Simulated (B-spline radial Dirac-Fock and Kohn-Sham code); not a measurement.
**Isotope-shift constants of the inner levels of Tc⁴⁺**

System: the Tc⁴⁺ ion, configuration [Kr] 4d3.

Input file task.json (cfg lists n, l and occupation; rrms is the nuclear radius in fm):

```json
{"items": [{
  "Z": 43,
  "q": 4,
  "cfg": [[1, 0, 2], [2, 0, 2], [2, 1, 6], [3, 0, 2], [3, 1, 6], [3, 2, 10], [4, 0, 2], [4, 1, 6], [4, 2, 3]],
  "A": 97,
  "rrms": 4.4112,
  "do": "isoshift",
  "isotopes": [[97, 96.90636072, 4.4112]]
}]}
```

Run with: `python xray2_run.py task.json out`

The computed values come from a radial B-spline solver: first-order field-shift and mass-shift constants from Dirac-Fock ground and hole states with a Fermi nucleus; the mass shift has no relativistic recoil terms. A binding energy shifts by δE = F·δ⟨r²⟩ + (K_N + K_S)·δ(1/M); F is taken for a change of radius at fixed skin thickness and so holds the higher radial moments.

| level | F (meV/fm²) | K_N (meV u) | K_S (meV u) |
| --- | --- | --- | --- |
| K (1s) | -36.47 | -11610 | 5312 |
| L1 (2s) | -3.999 | -1711 | -145.7 |
| L2 (2p1/2) | 0.2183 | -1571 | 2025 |
| L3 (2p3/2) | 0.2704 | -1507 | 1855 |
| M1 (3s) | -0.7213 | -335.7 | -117.1 |
| M2 (3p1/2) | 0.05169 | -281.8 | 245.9 |
| M3 (3p3/2) | 0.06212 | -270.7 | 201.5 |
| M4 (3d3/2) | 0.05255 | -175.6 | 219.2 |
| M5 (3d5/2) | 0.05172 | -173.5 | 214.6 |
